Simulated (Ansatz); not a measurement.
Basis-set extrapolation for `O[SiH]1B[SiH2]C1` (PBE0-D4/def2-TZVP geometry, frozen core, the Gaussian-basis code of Ansatz). Multiplicity 1, RHF reference.

```tsv
	def2-TZVPP	def2-QZVPP
HF	-719.427056	-719.451377
MP2 correlation	-0.773085	-0.827961
CCSD(T) correlation	-0.855225	not run
```

Energies in hartree. Use E(X) = E(∞) + A·exp(−7.88·√X) for Hartree–Fock and E(X) = E(∞) + B·X^(−2.97) for correlation, with X = 3 and 4, and add CCSD(T) minus MP2 of the smaller set to the MP2 limit.

Question: What is the CCSD(T) energy at the basis-set limit?

Answer: HF limit: -719.451377 + (-0.024321) × 0.13774 = -719.45473. MP2 limit: -0.827961 + (-0.054876) × 0.74074 = -0.86861. Higher-order term: -0.855225 − (-0.773085) = -0.08214. Total: -720.40548 hartree, 323.5 kJ/mol below CCSD(T)/def2-TZVPP.
